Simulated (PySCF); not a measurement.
An equivalent PySCF input for C³⁺ (carbon, charge +3), [He] 2s1, 2S determinant, with no relativity, point nucleus:

```python
from pyscf import gto, scf, dft, mp, cc
import basis_set_exchange as bse
mol = gto.M(atom="C 0 0 0", charge=3, spin=1, symmetry="D2h",
            basis=gto.basis.parse(bse.get_basis("aug-cc-pwCVQZ", elements=["C"], fmt="nwchem")))
mf = dft.UKS(mol, xc="LDA,VWN")
mf.irrep_nelec = {'Ag': (2, 1)}
mf.kernel()
```

It reaches the same state as the run whose output follows, with an energy that differs only through the grid. The run itself started from symmetry-adapted Hartree-Fock orbitals and held the occupation by maximum overlap, on a logarithmic radial grid, so the iterations belong to that start.

```
SCF conv_tol = 1e-09
number electrons alpha = 2  beta = 1
XC functionals = LDA,VWN
    P. A. M. Dirac.,  Math. Proc. Cambridge Philos. Soc. 26, 376 (1930)
    F. Bloch.,  Z. Phys. 57, 545 (1929)
    S. H. Vosko, L. Wilk, and M. Nusair.,  Can. J. Phys. 58, 1200 (1980)
cycle= 1 E= -34.4045116020864  delta_E= -0.00361  |g|= 0.0247  |ddm|= 0.701
cycle= 2 E= -34.4045368292037  delta_E= -2.52e-05  |g|= 0.00266  |ddm|= 0.0958
cycle= 3 E= -34.4045371354853  delta_E= -3.06e-07  |g|= 6.01e-06  |ddm|= 0.00823
cycle= 4 E= -34.4045371354871  delta_E= -1.83e-12  |g|= 8.94e-08  |ddm|= 5.44e-05
converged SCF energy = -34.4045371354871  <S^2> = 0.75000165  2S+1 = 2.0000016
```
